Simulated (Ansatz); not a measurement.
Species: trichloro(fluoro)silane, sum formula SiCl3F (charge 0, singlet). SMILES: F[Si](Cl)(Cl)Cl
Coordinates optimised at B3LYP-D3(BJ)/def2-TZVP (Ansatz, a program for electronic structure):
```
Si
F 1 1.5807
Cl 1 2.0251 2 108.32
Cl 1 2.0251 2 108.32 3 -120.00
Cl 1 2.0251 2 108.32 3 120.00
```
Charge 0, spin multiplicity 1.

Wanted: atomisation energy (electronic, to ground-state atoms), in eV. Cores are frozen in the correlated levels unless marked. UHF or UKS for open shells. Spin-orbit coupling is left out. No relativistic terms. The coupled-cluster limit lacks core correlation, which all-electron functionals hold. Basis-set limits of correlation are two-point, X^-3; Hartree-Fock from the larger set (for Q and 5 zeta extrapolated as (X+1)exp(-9√X)).

| level | program | atomisation energy (eV) |
|---|---|---|
| HF/cc-pwCVTZ | Ansatz | 13.88 |
| revPBE-D3(BJ)/def2-TZVPD | Ansatz + dftd3 | 18.26 |
| revPBE-D4/def2-TZVPD | Ansatz + dftd4 | 18.39 |
| PBE0/def2-TZVPD | Ansatz | 18.42 |
| B2GP-PLYP-D4/def2-TZVPD | Ansatz + dftd4 | 18.41 |
| RPA@PBE/cc-pV(T+d)Z | Ansatz | 16.27 |
| RPA@PBE/cc-pV(Q+d)Z | Ansatz | 16.83 |
| MP2/cc-pV(T+d)Z | Ansatz | 19.04 |
| MP2/cc-pV(Q+d)Z | Ansatz | 19.58 |
| MP2/CBS(aug-cc-pV(T+d)Z,aug-cc-pV(Q+d)Z) | Ansatz | 19.94 |
| MP2/CBS(cc-pV(T+d)Z,cc-pV(Q+d)Z) | Ansatz | 19.91 |
| MP2/CBS(cc-pV(Q+d)Z,cc-pV(5+d)Z) | Ansatz | 19.98 |
| RI-MP2/aug-cc-pV(Q+d)Z | Ansatz | 19.66 |
| RI-MP2/CBS(aug-cc-pV(T+d)Z,aug-cc-pV(Q+d)Z) | Ansatz | 19.94 |
| SCS-MP2/cc-pwCVTZ | Ansatz | 18.45 |
| SCS-MP2/cc-pV(5+d)Z | Ansatz | 19.15 |
| CCSD/cc-pV(T+d)Z | Ansatz | 17.52 |
| CCSD/CBS(aug-cc-pV(T+d)Z,aug-cc-pV(Q+d)Z) | Ansatz | 18.44 |
| CCSD(T)/cc-pV(T+d)Z | Ansatz | 17.94 |
| CCSD(T)/cc-pV(5+d)Z | Ansatz | 18.73 |
| CCSD(T)/CBS(cc-pV(Q+d)Z,cc-pV(5+d)Z) | Ansatz | 18.94 |
